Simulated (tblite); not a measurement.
Compound: C₃H₆F₂O₂Si (charge -1 and doublet state).
Atom-mapped SMILES: `[F:1][CH:2]([F:3])[O:4][CH-:5][CH:6][O:7][SiH3:8]` (hydrogens: H9 on C2; H10 on C5; H11 on C6; H12, H13, H14 on Si8)

The geometry is computed with GFN2-xTB (gas phase). This method treats the open shell by occupation alone, without spin polarisation.

**Question.** Give the optimised bond lengths and angles.

**Answer.** 
```csv
bond,length (Å)
"F1–C2, C2–F3",1.395
C2–O4,1.289
O4–C5,1.562
C5–C6,1.382
C6–O7,1.404
O7–Si8,1.594
C2–H9,1.110
C5–H10,1.088
C6–H11,1.080
"Si8–H12, Si8–H13",1.478
Si8–H14,1.465
```

Bonds in one row agree within 0.01 Å and their mean is given. A selection of angles:
```csv
angle,degrees
F1–C2–F3,101.1
F1–C2–O4,113.4
C2–O4–C5,115.0
O4–C5–C6,116.0
C5–C6–O7,125.1
C6–O7–Si8,134.2
```

Dihedral angles: F1–C2–O4–C5 -116° (anticlinal); C2–O4–C5–C6 -44° (synclinal); O4–C5–C6–O7 126° (anticlinal); C5–C6–O7–Si8 -14° (synperiplanar). The mirror-image conformer, all signs reversed, is as good.

Of the pairs four or more bonds apart, C6···H9 is among the closest relative to their van der Waals radii: 2.44 Å, 84 % of the sum of Bondi's values. Si8 (silicon bonded to O and 3 H) is distorted tetrahedral (angles from 101.2° to 117.1°). C5 (carbon bonded to C, O and H) is pyramidal (angles 116.1°, 116.0° and 106.9°, sum 339.0°, 0.35 Å off the plane of its three neighbours). The C–O distances run from 1.289 Å (C2–O4, drawn single) to 1.562 Å (O4–C5, drawn single), a spread of 0.273 Å. O7 (oxygen bonded to C and Si) is bent (angle 134.2°). C6 (carbon bonded to C, O and H) is planar (angles 125.1°, 123.2° and 111.3°, sum 359.6°, 0.04 Å off the plane of its three neighbours).

Point group: C1 (no symmetry element, even within 0.4 Å). Its GFN2-xTB frequencies are all real (lowest 35 cm⁻¹). Whether the extra electron is bound in the gas phase wasn't checked; a finite basis holds it in any case. 3 starts were optimised and ended at 0.00, 1.24 and 3.59 kcal/mol (GFN2-xTB); the lowest of these is shown.
